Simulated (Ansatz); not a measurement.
Ideal-gas functions of AlH₃OS₂ (`[OH][Al]([SH])[SH]`) at 298.15 K and 1 bar, from an Ansatz frequency run at PBE0-D4/def2-TZVP.

Molar mass 110.14 g/mol, point group Cs (symmetry number 1), electronic degeneracy 1, moments of inertia 112.354, 241.65, 354.004 u Å². Harmonic wavenumbers (cm⁻¹, unscaled): 118, 139, 178, 207, 251, 298, 400, 534, 588, 673, 691, 891, 2713, 2718, 3973.

Use S(trans) = R[1.5 ln M + 2.5 ln T − 1.1517]; rotational temperatures θ = 24.2544 K / I; S(rot) = R[ln(√π/σ · √(T³/θAθBθC)) + 1.5]; for each mode x = 1.438777 ν̃/T, S = R[x/(eˣ − 1) − ln(1 − e⁻ˣ)] and H = RT x/(eˣ − 1); 1 cm⁻¹ = 0.0119627 kJ/mol; R = 8.31446 J/(mol·K).

Task: By hand: the entropy, in J/(mol·K).

Result: Translation 167.5. Rotation: θ = 0.2159, 0.1004, 0.0685 K, giving 115.4. Vibration, mode by mode: 13.11, 11.79, 9.83, 8.66, 7.21, 5.98, 4.03, 2.42, 1.97, 1.42, 1.33, 0.61, 0.00, 0.00, 0.00, in all 68.3. Electronic 0.0. Sum 351.2 J/(mol·K).

Task: By hand: H − E and G − E in kJ/mol, counted from the electronic energy.

Result: Zero-point energy ½ × 14372 × 0.0119627 = 86.0; thermal vibration 11.5; translation, rotation and pV give 4 RT = 9.9. H − E = 107.4 kJ/mol, and G − E = 107.4 − 298.15 × 351.2/1000 = 2.7 kJ/mol.

Vibration gives 19 % of the entropy, 24.9 J/(mol·K) of it from the modes under 150 cm⁻¹: soft modes count most, and the harmonic formula is weakest for them. The sum counts one conformer and one mirror image; others add a mixing term.
